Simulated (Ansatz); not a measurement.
Compare A (`Cc1cncc(C)c1`) with its isomer B (`Cc1cccnc1C`).

Calculated with Ansatz (gas phase, PBE0-D4/def2-TZVP geometries, no zero-point term in ΔE). CCSD(T)/CBS adds triple-zeta CCSD(T) − MP2 to the extrapolated MP2 energy (def2 sets, frozen cores). Functionals use def2-TZVPP. B3LYP here is the variant with VWN-RPA as its local correlation; programs differ in this.

Question: Which isomer does CCSD(T)/CBS put lower? Give the gap. (An estimate is asked.)

Answer: Computed: B, by 7.7 kJ/mol.

Question: Give E(B) − E(A) in kJ/mol with MP2/def2-TZVPP, ωB97M-V, BLYP-D4, PBE0-D4, B3LYP-D4, CCSD(T)/def2-TZVPP, B3LYP. (Estimate.)

Answer: Ansatz gave: MP2/def2-TZVPP -6.4, ωB97M-V -8.0, BLYP-D4 -6.5, PBE0-D4 -6.8, B3LYP-D4 -6.7, CCSD(T)/def2-TZVPP -6.9, B3LYP -4.5. None reverses the order clearly.

Largest T1 diagnostic: 0.011.

Leaving LDA and LC-ωPBE aside and taking each functional with its dispersion term where it has one, the values, not all of them listed here, spread over 2.4 kJ/mol, from B97M-V to B2PLYP. LDA lies −4.3 kJ/mol from PBE without D4.
